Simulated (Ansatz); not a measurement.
Ansatz results at the PBE0-D4/def2-TZVP geometry: LUMO energy (PBE0/def2-TZVPP) -2.62 eV; HOMO–LUMO gap (B3LYP/def2-TZVPP) 5.06 eV; HOMO energy (PBE0/def2-TZVPP) -8.11 eV.

(1) Which molecule gave them?
A. `[OH][Zr]([F])([SH])[Cl]`
B. `C[S][Zr]([S]C)([S]C)[S]C`
C. `[F][Zr]([Cl])([Cl])[Cl]`
D. `[F][Zr]([F])([I])[I]`

## Answers

(1) D. The others give `[OH][Zr]([F])([SH])[Cl]`: -1.57, 5.81, -7.86; `C[S][Zr]([S]C)([S]C)[S]C`: -2.20, 4.32, -6.93; `[F][Zr]([Cl])([Cl])[Cl]`: -2.43, 6.78, -9.70.

B3LYP here is the variant with VWN-RPA as its local correlation; programs differ in this.
